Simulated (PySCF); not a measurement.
SMILES B(CC[Si](O)(O)O)(C)C at its GFN2-xTB optimised geometry (Å):

```
22

Si     0.3446    -2.8365     0.0000
O     -0.1524    -3.6729    -1.3089
O     -0.1425    -3.6532     1.3250
O      1.9745    -2.8365     0.0000
C     -0.3488    -1.0650     0.0000
C      0.0879    -0.2431     1.2230
B     -0.4925     1.2195     1.3723
C     -1.5194     1.8082     0.3308
C     -0.0314     2.1041     2.5967
H      0.3244    -3.5658    -2.1257
H     -1.0120    -4.0409     1.3273
H      2.4276    -2.7118     0.8281
H     -0.0359    -0.5381    -0.9026
H     -1.4389    -1.0939    -0.0327
H     -0.1626    -0.8079     2.1273
H      1.1816    -0.1886     1.2302
H     -1.1177     1.7660    -0.6806
H     -2.4276     1.2066     0.3096
H     -1.8124     2.8365     0.5287
H     -0.8902     2.4450     3.1739
H      0.6491     1.6027     3.2809
H      0.4634     3.0093     2.2454
```

Method: PySCF with B3LYP/def2-SVP. Cells within 0.4 Å of a nucleus heavier than hydrogen are left out (blank, or x).

Map of the electrostatic potential (hartree/e), clipped to [-0.08, 0.12] on the plane z = 0.6 Å:

```
|22222222222222222222222222222|
|22222222222222222222222222222|
|22222222222222222222222222222|
|22222222333222222222222222222|
|22222223675322222222222222222|
|22222236999422222222222222222|
|22222238999733222222222222222|
|22222226999974433322222222222|
|22222237999998754332222222222|
|222223699xx999985332222222222|
|22223599999999996432222222222|
|22223699999999995332222222222|
|22223499977999985433222222222|
|22223345434589998553322222222|
|22222333333499999985322222222|
|22222223334699999985322222222|
|22222223467999999654322222222|
|22222223489999997533222222222|
|22222223468999997543333332222|
|22222223344699999964454433222|
|22222223334599999999999543222|
|22222233334799999999999843222|
|22222333345899999999999843222|
|22222333456899999999999532222|
|22222334467999999976654322222|
|22222334569999999631111222222|
|22222334569987532210001111222|
|22222333456642100000001111122|
|22222233344431000000001111122|
```
Scale: ten equal steps from -0.036 (start of '0') to 0.120 (end of '9'), in the order '0123456789'; x runs from -5.00 to 5.00, y from -5.00 (bottom) to 5.00 (top).
